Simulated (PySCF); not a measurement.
C3H9SeSi (SMILES C[Si](C)(C)[Se]), doublet, at a GFN2-xTB geometry; HF/6-31G (PySCF).

Here is a job for PySCF.
```python
from pyscf import gto, scf

mol = gto.M(
    atom='''
C    -0.76446931    1.38227735   -1.66547708
Si   -0.19635877   -0.20186911   -0.77004154
C     1.35620887   -0.93436835   -1.59892814
C    -1.60254119   -1.48707637   -0.69955950
Se    0.35592034    0.36590839    1.39577896
H    -1.03758786    1.17054236   -2.69410661
H    -1.62721545    1.81949401   -1.17220591
H     0.02454878    2.12805111   -1.67429123
H     1.70101109   -1.81628711   -1.06776293
H     1.15062495   -1.21987870   -2.62543836
H     2.16887662   -0.21442966   -1.60700013
H    -1.90234878   -1.79018813   -1.69742864
H    -2.47463344   -1.08185854   -0.19551649
H    -1.29073474   -2.37515889   -0.15836460
''',
    basis='6-31g',
    spin=1,
    verbose=4,
)

mf = scf.UHF(mol)
mf.kernel()
mf.analyze()
```

Output, abridged:

```
PySCF version 2.14.0

[INPUT] verbose = 4
[INPUT] num. atoms = 14
[INPUT] num. electrons = 75
[INPUT] charge = 0
[INPUT] spin (= nelec alpha-beta = 2S) = 1
[INPUT] symmetry False subgroup None
[INPUT] Mole.unit = angstrom
[INPUT] Symbol           X                Y                Z      unit          X                Y                Z       unit  Magmom
[...]
nuclear repulsion = 410.136009715616
number of shells = 51
number of NR pGTOs = 238
number of NR cGTOs = 85
basis = 6-31g
ecp = {}

******** <class 'pyscf.scf.uhf.UHF'> ********
method = UHF
initial guess = minao
damping factor = 0
level_shift factor = 0
DIIS = <class 'pyscf.scf.diis.CDIIS'>
diis_start_cycle = 1
diis_space = 8
diis_damp = 0
SCF conv_tol = 1e-09
SCF conv_tol_grad = None
SCF max_cycles = 50
direct_scf = True
direct_scf_tol = 1e-13
number electrons alpha = 38  beta = 37
Set gradient conv threshold to 3.16228e-05
init E= -2806.61707693583

cycle= 1 E= -2807.11374063241  delta_E= -0.497  |g|= 0.278  |ddm|=  2.2
cycle= 2 E= -2807.1888286032  delta_E= -0.0751  |g|= 0.147  |ddm|= 0.721
cycle= 3 E= -2807.20362831811  delta_E= -0.0148  |g|= 0.0402  |ddm|= 0.249
cycle= 4 E= -2807.20676578288  delta_E= -0.00314  |g|= 0.012  |ddm|= 0.108
cycle= 5 E= -2807.20710446584  delta_E= -0.000339  |g|= 0.00511  |ddm|= 0.035
cycle= 6 E= -2807.20717974591  delta_E= -7.53e-05  |g|= 0.00232  |ddm|= 0.0212
cycle= 7 E= -2807.20719417001  delta_E= -1.44e-05  |g|= 0.000944  |ddm|= 0.0112
cycle= 8 E= -2807.20719652043  delta_E= -2.35e-06  |g|= 0.00033  |ddm|= 0.00487
cycle= 9 E= -2807.20719675384  delta_E= -2.33e-07  |g|= 0.000145  |ddm|= 0.00132
cycle= 10 E= -2807.20719679365  delta_E= -3.98e-08  |g|= 7.92e-05  |ddm|= 0.000404
cycle= 11 E= -2807.20719681042  delta_E= -1.68e-08  |g|= 3.13e-05  |ddm|= 0.000308
cycle= 12 E= -2807.20719681377  delta_E= -3.35e-09  |g|= 9.41e-06  |ddm|= 0.000165
cycle= 13 E= -2807.20719681415  delta_E= -3.82e-10  |g|= 5.63e-06  |ddm|= 4.35e-05
Extra cycle  E= -2807.20719681427  delta_E= -1.17e-10  |g|= 4.28e-06  |ddm|= 1.67e-05
converged SCF energy = -2807.20719681427  <S^2> = 0.7533049  2S+1 = 2.0033022
**** SCF Summaries ****
Total Energy =                       -2807.207196814268173
Nuclear Repulsion Energy =             410.136009715615501
One-electron Energy =                -4721.536809076214922
Two-electron Energy =                 1504.193602546330794
Two-electron Coulomb Energy =         1628.912697499599062
DFT Exchange-Correlation Energy =     -124.719094953268268
[...]
spin_pop of  4 Se 4dxy     -0.00001
spin_pop of  4 Se 4dyz     -0.00000
spin_pop of  4 Se 4dz^2    -0.00001
spin_pop of  4 Se 4dxz     -0.00000
spin_pop of  4 Se 4dx2-y2   -0.00001
spin_pop of  5 H 1s        0.00097
spin_pop of  5 H 2s       -0.00002
spin_pop of  6 H 1s       -0.00130
spin_pop of  6 H 2s        0.00000
spin_pop of  7 H 1s       -0.00126
spin_pop of  7 H 2s        0.00000
spin_pop of  8 H 1s       -0.00064
spin_pop of  8 H 2s        0.00000
spin_pop of  9 H 1s       -0.00054
spin_pop of  9 H 2s       -0.00003
spin_pop of  10 H 1s       -0.00049
spin_pop of  10 H 2s       -0.00001
spin_pop of  11 H 1s       -0.00113
spin_pop of  11 H 2s       -0.00004
spin_pop of  12 H 1s       -0.00023
spin_pop of  12 H 2s       -0.00001
spin_pop of  13 H 1s       -0.00033
spin_pop of  13 H 2s        0.00000
 ** Mulliken Spin Density (per atom)  **
spin density of  0 C =      0.02374
spin density of  1 Si =     -0.05362
spin density of  2 C =      0.00865
spin density of  3 C =      0.00260
spin density of  4 Se =      1.02370
spin density of  5 H =      0.00094
spin density of  6 H =     -0.00130
spin density of  7 H =     -0.00126
spin density of  8 H =     -0.00063
spin density of  9 H =     -0.00058
spin density of  10 H =     -0.00050
spin density of  11 H =     -0.00117
spin density of  12 H =     -0.00024
spin density of  13 H =     -0.00033
 ** Mulliken pop alpha/beta on meta-lowdin orthogonal AOs **
 ** Mulliken pop       alpha | beta **
In total            38.00000 | 37.00000
 ** Mulliken atomic charges   ( Nelec_alpha | Nelec_beta ) **
charge of  0C =     -0.55327  (     3.28850      3.26477 )
charge of  1Si =      0.84294  (     6.55172      6.60534 )
charge of  2C =     -0.55668  (     3.28267      3.27402 )
charge of  3C =     -0.55804  (     3.28032      3.27772 )
charge of  4Se =     -0.22079  (    17.62225     16.59855 )
charge of  5H =      0.11724  (     0.44185      0.44091 )
charge of  6H =      0.11727  (     0.44072      0.44202 )
charge of  7H =      0.11852  (     0.44011      0.44137 )
charge of  8H =      0.11500  (     0.44218      0.44282 )
charge of  9H =      0.11311  (     0.44316      0.44373 )
charge of  10H =      0.11939  (     0.44005      0.44055 )
charge of  11H =      0.11147  (     0.44368      0.44485 )
charge of  12H =      0.11849  (     0.44063      0.44087 )
charge of  13H =      0.11535  (     0.44216      0.44249 )
Dipole moment(X, Y, Z, Debye): -0.66012, -0.60380, -2.62088
```
